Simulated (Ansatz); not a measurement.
One change: `[SiH3][SiH2]Cl` becomes `[SiH3][SiH2][SeH]`.

Ansatz, PBE0-D4/def2-TZVP geometries, multiplicity 1. Each molecule was computed in one conformer, which needn't be the lowest.

Scalar relativity is left out up to krypton. Spin–orbit coupling is left out; it splits and shifts lone-pair levels of the heavy atoms by tenths of an eV.

```tsv
property	`[SiH3][SiH2]Cl`
HOMO–LUMO gap (ωB97M-V/def2-TZVPP) / eV	11.52
HOMO–LUMO gap (B3LYP/def2-TZVPP) / eV	7.27
size of the dipole moment (PBE/def2-TZVPP) / D	1.23
HOMO energy (ωB97M-V/def2-TZVPP) / eV	-10.26
HOMO energy (PBE0/def2-TZVPP) / eV	-8.21
LUMO energy (PBE0/def2-TZVPP) / eV	-0.57
```

(1) Give the same properties after the change, and the shifts. (Best estimate.)

Results:

(1) Computed: 
```csv
property,`[SiH3][SiH2][SeH]`,shift
HOMO–LUMO gap (ωB97M-V/def2-TZVPP) / eV,10.31,-1.21
HOMO–LUMO gap (B3LYP/def2-TZVPP) / eV,6.05,-1.22
size of the dipole moment (PBE/def2-TZVPP) / D,0.79,-0.44
HOMO energy (ωB97M-V/def2-TZVPP) / eV,-9.10,1.16
HOMO energy (PBE0/def2-TZVPP) / eV,-6.99,1.22
LUMO energy (PBE0/def2-TZVPP) / eV,-0.55,0.02
```

The zero-point energy changes by 17.6 kJ/mol with +3 modes. Dipoles are sizes alone; their direction can turn.

B3LYP here is the variant with VWN-RPA as its local correlation; programs differ in this.
